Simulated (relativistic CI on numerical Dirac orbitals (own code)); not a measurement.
# Calculated levels, Pd²⁺

Computed by Dirac-Coulomb-Breit CI, KLI orbitals optimised for each configuration, a model potential for QED, valence Slater integrals scaled by 0.85, configuration energies shifted to the measured levels that pair with them (semi-empirical) (own radial code, finite nucleus).

Configurations in the expansion (outside the closed core [Kr]): 4d8, 4d7.5s, 4d7.5p, 4d7.4f, 4d6.5s2, 4d7.5d, 4d7.6s, 4d7.6p, 4d6.5s.5p, 4d6.4f2, 4d7.6d, 4d7.5f, 4d7.5g, 4d7.6f, 4d7.6g, 4d6.5p2, 4d6.5s.6s, 4d6.4f.5s. Levels of other configurations are missing.

The lowest level is 4d8 3F_4, with 99 % of that term; Hund's rules for 4d8 give 3F with J = 4, in agreement.

```csv
No.,Configuration,Term,J,E (cm⁻¹),%,Landé g,jj configuration (%)
1,4d8,3F,4,0.0,99,1.249,4d5/2^4 (86)
2,4d8,3F,3,3028.6,99,1.083,4d3/2^3 4d5/2^5 (99)
3,4d8,3F,2,4528.4,91,0.698,4d3/2^2 4d5/2^6 (42)
4,4d8,3P,2,11025.2,52,1.244,4d5/2^4 (74)
5,4d8,3P,1,14419.6,99,1.501,4d3/2^3 4d5/2^5 (99)
6,4d8,3P,0,14666.3,97,,4d5/2^4 (53)
7,4d8,1D,2,15161.8,50,1.224,4d3/2^3 4d5/2^5 (56)
8,4d8,1G,4,18316.3,98,1.001,4d3/2^3 4d5/2^5 (85)
9,4d8,1S,0,42442.1,97,,4d3/2^2 4d5/2^6 (53)
10,4d7.5s,5F,5,52386.4,98,1.396,4d5/2^3 5s (62)
11,4d7.5s,5F,4,54476.2,97,1.346,4d3/2^3 4d5/2^4 5s (71)
12,4d7.5s,5F,3,56060.4,98,1.248,4d3/2^3 4d5/2^4 5s (50)
13,4d7.5s,5F,2,57129.1,98,1.002,4d3/2^2 4d5/2^5 5s (53)
14,4d7.5s,5F,1,57793.1,97,0.012,4d3/2^3 4d5/2^4 5s (37)
15,4d7.5s,3F,4,62481.7,93,1.241,4d5/2^3 5s (52)
16,4d7.5s,3F,3,65186.3,92,1.099,4d3/2^3 4d5/2^4 5s (58)
17,4d7.5s,5P,3,66407.5,95,1.645,4d3/2^3 4d5/2^4 5s (64)
18,4d7.5s,5P,2,66562.9,63,1.519,4d5/2^3 5s (53)
19,4d7.5s,3F,2,66954.2,72,0.957,4d3/2^3 4d5/2^4 5s (65)
20,4d7.5s,5P,1,67922.6,91,2.409,4d3/2^3 4d5/2^4 5s (62)
21,4d7.5s,3G,5,69370.5,87,1.186,4d3/2^3 4d5/2^4 5s (47)
22,4d7.5s,3G,4,70435.4,78,1.025,4d3/2^3 4d5/2^4 5s (60)
23,4d7.5s,3G,3,72048.8,97,0.759,4d3/2^3 4d5/2^4 5s (50)
24,4d7.5s,3P,2,73388.2,64,1.428,4d5/2^3 5s (52)
25,4d7.5s,3P,1,73858.2,48,1.207,4d5/2^3 5s (70)
26,4d7.5s,3H,6,74112.4,100,1.167,4d3/2^3 4d5/2^4 5s (100)
27,4d7.5s,1G,4,74889.4,46,0.942,4d3/2^3 4d5/2^4 5s (58)
28,4d7.5s,3P,0,75228.3,99,,4d3/2^3 4d5/2^4 5s (96)
29,4d7.5s,3H,5,75370.7,86,1.041,4d3/2^3 4d5/2^4 5s (71)
30,4d7.5s,3D,3,76042.4,95,1.333,4d3/2^3 4d5/2^4 5s (42)
31,4d7.5s,3P,2,76466.3,87,1.464,4d3/2^3 4d5/2^4 5s (44)
32,4d7.5s,3P,1,76856.2,80,1.366,4d3/2^3 4d5/2^4 5s (67)
33,4d7.5s,3H,4,77955.0,52,0.898,4d3/2^2 4d5/2^5 5s (88)
34,4d7.5s,3D,2,78169.8,59,1.209,4d3/2^3 4d5/2^4 5s (43)
35,4d7.5s,3P,1,78521.5,43,1.035,4d3/2^2 4d5/2^5 5s (45)
36,4d7.5s,3P,0,79383.4,99,,4d3/2^2 4d5/2^5 5s (95)
37,4d7.5s,1H,5,80404.7,91,1.009,4d3/2^2 4d5/2^5 5s (51)
38,4d7.5s,1P,1,83151.9,56,0.971,4d3/2 4d5/2^6 5s (46)
39,4d7.5s,1D,2,83304.9,70,1.083,4d3/2 4d5/2^6 5s (52)
40,4d7.5s,3F,2,86553.3,97,0.675,4d3/2^3 4d5/2^4 5s (65)
41,4d7.5s,3F,3,86949.6,95,1.084,4d3/2^3 4d5/2^4 5s (62)
42,4d7.5s,3F,4,87829.1,98,1.247,4d3/2^3 4d5/2^4 5s (58)
43,4d7.5s,1F,3,91917.9,95,1.004,4d3/2^3 4d5/2^4 5s (62)
44,4d7.5s,3D,1,104095.7,99,0.500,4d3/2^3 4d5/2^4 5s (85)
45,4d7.5p,5D°,4,104517.4,56,1.421,4d5/2^3 5p1/2 (58)
```

Energies count from the lowest computed level; ° marks odd parity. Filled j subshells are mostly left out of the jj labels.

The mean weight of the leading LS term, summed over parents, in these 45 levels is 83 %, and that of the leading jj configuration (from the same eigenvectors) 63 %, so LS coupling describes them better.

Configurations whose levels could be paired with our table of measured levels were shifted onto them, all but the ground configuration, by the median error of their levels; single terms can still be off by 1,000 to 2,000 cm⁻¹ or more, and rates follow the energies as ν³ (E1, M1) or ν⁵ (E2). The others borrow a shift and can be off by several thousand cm⁻¹ or more. The fine structure of a lone outer electron comes out too small, for d and f at times inverted, and misplaced configurations move strength between like terms. 54 of the 69 excited levels that our extract of the measured tables holds in this range could be paired (the sources list more); they are missed by 566 cm⁻¹ on average and 3598 at most, after the shifts were fitted to these levels, and levels without a partner can miss by more. Some levels of the ground configuration have no partner and can miss by 10 % or more.

Landé's interval rule says that E(J) − E(J−1) = AJ with one A. For the ground term the intervals give A = -499.9, -757.2 cm⁻¹ for J = 3, 4; the multiplet is inverted.

LS names give the leading component of a level, which can be under half, so a name can repeat, a term be missing and a line seem to break the LS rules.
